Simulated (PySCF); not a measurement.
Working out the ionisation energy of Ru²⁺

Ru²⁺ [Kr] 4d6 (5D) → Ru³⁺ [Kr] 4d5 (6S). Computed with PySCF 2.14 in aug-cc-pwCVDZ-PP with ECP28MDF (6s6p5d3f, 70 functions), with scalar relativity through the core potential. Frozen: nothing. Energies in hartree (1 hartree = 27.21139 eV):

| part | Ru²⁺ (lower) | Ru³⁺ (upper) |
| --- | --- | --- |
| UHF | -93.035553 | -92.064703 |
| MP2 opposite-spin | -0.252288 | -0.221426 |
| MP2 same-spin | -0.123963 | -0.115489 |

Question: What does Hartree-Fock give?

Answer: (-92.064703) − (-93.035553) = 0.970850 hartree = 26.418 eV.

Question: What do MP2 and SCS-MP2 (6/5 opposite-spin, 1/3 same-spin) give?

Answer: The opposite-spin parts differ by 0.840 eV and the same-spin parts by 0.231 eV. MP2: 26.418 + (0.840) + (0.231) = 27.489 eV. SCS-MP2: 26.418 + 1.2 × (0.840) + (0.231)/3 = 27.503 eV.

Reference: 28.47 eV (semi-empirical (NIST evaluation); NIST Atomic Spectra Database, ionization energies), between the lowest levels; spin-orbit coupling is absent from the calculation.

A double-zeta basis recovers only part of the correlation energy.

What remains against the reference includes basis incompleteness and correlation beyond second order.
